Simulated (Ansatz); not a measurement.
scandium atom (Sc), doublet; B97M-V/STO-3G run with Ansatz (a first-principles code).

Input for Ansatz:
Ansatz 0.2 input:
```yaml
crystal:
  periodic: [false, false, false]
  atoms:
    - {symbol: Sc, position_ang: [0.00000000, 0.00000000, 0.00000000]}
basis:
  gaussian:
    orbitals: STO-3G
hamiltonian:
  xc: {name: B97M-V}
magnetization: {spin_polarized: true, initial_magnetization: 1}
accuracy: high
```

### Question
Predict the main parts of the log of this Ansatz run.

### Answer

```
Functional definition: B97M-V
140 factors; integrals over basis functions are off by at most 2.1e-9 eV
mean field evaluation 1: about -20481.0482 eV, gradient 8.8e-1 eV
mean field evaluation 2: about -20481.0870 eV, gradient 2.8e-1 eV
mean field evaluation 4: about -20481.1142 eV, gradient 1.8e-1 eV
mean field evaluation 8: about -20481.1204 eV, gradient 1.3e-2 eV
mean field evaluation 16: about -20481.1205 eV, gradient 3.0e-5 eV
mean field evaluation 32: about -20481.0731 eV, gradient 1.8e-4 eV
mean field evaluation 64: about -20480.8228 eV, gradient 3.8e-8 eV
mean field evaluation 96: about -20481.1205 eV, gradient 1.1e-3 eV
mean field evaluation 128: about -20481.0728 eV, gradient 2.3e-1 eV
mean field -20481.12045214 eV, -752.6672940142 hartree, gradient 7.1e-8 eV, S^2 0.773635; 12 other end points of the search recorded, 0 dependent functions left out
reference -20481.12045580 eV, -752.6672941487 hartree; 11, 10 occupied and 7, 8 virtual orbitals, 140 factors
Total energy: -20481.12045580 eV, -752.6672941487 hartree
```
